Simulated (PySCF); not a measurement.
# Frontier orbitals and the lowest excitations

Compound: C5H12SSi.
Structure used (GFN2-xTB), in Å, numbered top down from 1:
```
atom  x, y, z in Å
C1     1.2525   -1.4672    0.1221
C2     0.6952   -0.1325   -0.3640
C3     1.7349    0.9716   -0.1718
C4    -0.5966    0.2009    0.3814
C5    -1.3197    1.4565   -0.1266
S6    -3.0768    0.9071   -0.1728
Si7   -2.0943   -0.9704    0.1851
H8     2.1689   -1.7133   -0.4092
H9     0.5341   -2.2689   -0.0380
H10    1.4769   -1.4166    1.1858
H11    0.4712   -0.2154   -1.4344
H12    1.3551    1.9290   -0.5209
H13    1.9926    1.0691    0.8812
H14    2.6422    0.7403   -0.7259
H15   -0.3512    0.3360    1.4399
H16   -1.0294    1.7269   -1.1404
H17   -1.2308    2.3296    0.5163
H18   -2.5506   -1.6544    1.3855
H19   -2.0838   -1.8189   -1.0008
```

Level of theory: TDDFT CAM-B3LYP/def2-SVPD, vertical, gas phase, core orbitals frozen in the response in PySCF 2.14.0, density-fitted response routines.

Kohn–Sham orbitals with the atoms that hold most of them (Löwdin shares over 4%, at most four atoms; ? is withheld):

| orbital | ε (eV) | atoms |
| --- | --- | --- |
| HOMO-3 | -10.75 | C2 23%, C4 18%, H11 11%, C1 7% |
| HOMO-2 | -9.86 | S6 18%, Si7 17%, C5 16%, C4 16% |
| HOMO-1 | -9.00 | ? |
| HOMO | ? | S6 70%, C5 11%, Si7 9% |
| LUMO | 0.62 | ? |
| LUMO+1 | 1.04 | S6 47%, Si7 13%, C5 7%, H17 4% |
| LUMO+2 | 1.27 | Si7 26%, S6 16%, H18 7%, C1 6% |

(1) Give the leading atoms of the LUMO.

(2) Give the leading atoms of the HOMO-1.

(3) What is the HOMO energy, and the HOMO–LUMO gap?

## Answers

(1) Si7 (bonded to C, S and 2 H) 29%; S6 (bonded to C and Si) 23%; H18 (bonded to Si) 10%; H19 (bonded to Si) 8%. By element: silicon 29%, sulfur 23%, hydrogen 18% or more.

(2) S6 (bonded to C and Si) 39%; C4 (bonded to 2 C, Si and H) 21%; Si7 (bonded to C, S and 2 H) 15%; C2 (bonded to 3 C and H) 7%. By element: sulfur 39%, carbon 28% or more, silicon 15%.

(3) ε(HOMO) = -7.92 eV; the gap is 8.54 eV (0.3140 hartree).

Problem. The HOMO–LUMO gap is 8.54 eV. Where does the response calculation put the lowest singlet, and from which orbitals?

Solution. S1 is at 5.30 eV (f = 0.0032), 3.25 eV below the gap, made of HOMO→LUMO (66%), HOMO→LUMO+1 (22%). 

Problem. One configuration dominates each of S4, S5 and S7. Which, and how do the shares of the two leading atoms of either orbital change from the occupied to the empty one?

Solution. 
- S4 (6.57 eV, f 0.034), HOMO-1→LUMO (89%): S6 39% → 23%, C4 21% → at most 9%, Si7 15% → 29%
- S5 (6.79 eV, f 0.012), HOMO-1→LUMO+1 (74%): S6 39% → 47%, C4 21% → at most 5%, Si7 15% → 13%
- S7 (7.13 eV, f 0.065), HOMO-2→LUMO (76%): S6 18% → 23%, Si7 17% → 29%

On one thread of an Arm Neoverse N1, shared host, this took 2.0 min of wall time and 1.1 GiB of memory at its peak.

One conformer stands for the species.

Without π bonds the low states are Rydberg-like; a valence basis with one diffuse set may place them up to an eV too high.
